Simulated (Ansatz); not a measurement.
Geometry optimisation, RKS revPBE/def2-SVP in Ansatz 0.2.0.

Input file:

```yaml
crystal:
  periodic: [false, false, false]
  atoms:
    - { symbol: Si, position_ang: [0.0, 0.0, 0.0] }
    - { symbol: O, position_ang: [0.0, 0.0, 2.03] }
    - { symbol: H, position_ang: [-0.9095, -0.2814, 2.3671] }
    - { symbol: O, position_ang: [1.5842, 0.0, -0.5594] }
    - { symbol: H, position_ang: [1.9006, -0.9521, -0.6761] }
    - { symbol: F, position_ang: [-0.7489, 1.2974, -0.5295] }
    - { symbol: F, position_ang: [-0.7489, -1.2974, -0.5295] }
    - { symbol: S, position_ang: [1.2901, 1.9456, 0.7757] }
    - { symbol: H, position_ang: [2.367, 1.5107, 1.5575] }
    - { symbol: H, position_ang: [0.6763, 1.0199, 1.8816] }
basis:
  gaussian: { orbitals: def2-SVP }
hamiltonian:
  xc: revpbe
relax:
  f_tol: 0.15
  max_steps: 25
  restrain:
    - { distance: [0, 7], at: 2.16, k: 30.0 }
    - { distance: [9, 1], at: 1.01, k: 30.0 }
    - { distance: [0, 1], at: 2.88, k: 30.0 }
    - { distance: [9, 7], at: 2.6, k: 30.0 }
output:
  orbitals: {}
```

Run as:

```bash
$ ansatz run input.yaml --threads 4 --pin off --max-ram 5120MiB --backend cpu --events-out ev --progress --plain --runs-dir out
```

Question: Where does it end, and by what steps?

Answer: The run converged. The restraints hold the end off the free minimum. After 13 steps the energy has fallen by 3.059 eV (the restraints' own energy left out); F6 moved furthest, 1.36 Å. Parted: Si1–O2 (2.03 → 2.89 Å).

```json
{"step": "0", "energy less start (eV)": "0.0000", "largest force component (eV/Å)": "4.262", "accepted": "yes"}
{"step": "1", "energy less start (eV)": "0.3273", "largest force component (eV/Å)": "3.555", "accepted": "yes"}
{"step": "2", "energy less start (eV)": "0.3289", "largest force component (eV/Å)": "3.409", "accepted": "yes"}
{"step": "3", "energy less start (eV)": "-0.5255", "largest force component (eV/Å)": "2.841", "accepted": "yes"}
{"step": "4", "energy less start (eV)": "-1.7548", "largest force component (eV/Å)": "1.439", "accepted": "yes"}
{"step": "5", "energy less start (eV)": "-2.2445", "largest force component (eV/Å)": "1.558", "accepted": "yes"}
{"step": "6", "energy less start (eV)": "-2.4852", "largest force component (eV/Å)": "2.025", "accepted": "yes"}
{"step": "7", "energy less start (eV)": "-2.6945", "largest force component (eV/Å)": "1.351", "accepted": "yes"}
{"step": "8", "energy less start (eV)": "-2.8104", "largest force component (eV/Å)": "0.767", "accepted": "yes"}
{"step": "9", "energy less start (eV)": "-2.9034", "largest force component (eV/Å)": "0.647", "accepted": "yes"}
{"step": "10", "energy less start (eV)": "-2.9747", "largest force component (eV/Å)": "0.633", "accepted": "yes"}
{"step": "11", "energy less start (eV)": "-3.0064", "largest force component (eV/Å)": "0.920", "accepted": "yes"}
{"step": "12", "energy less start (eV)": "-3.0459", "largest force component (eV/Å)": "0.560", "accepted": "yes"}
{"step": "13", "energy less start (eV)": "-3.0586", "largest force component (eV/Å)": "0.470", "accepted": "yes"}
```

```xyz
10
Properties=species:S:1:pos:R:3
Si 0.323 0.608 -0.355
O 0.597 -0.337 2.358
H -0.220 -0.863 2.259
O 1.576 -0.427 -0.651
H 1.396 -1.362 -0.455
F -0.204 1.233 -1.768
F -1.009 -0.196 0.175
S 0.913 2.359 0.752
H 1.816 1.662 1.496
H 0.222 0.566 2.507
```

The run took 14 s on 4 threads of AMD EPYC 7R13 Processor (Zen 3), on a shared host, peak memory 0.17 GiB.
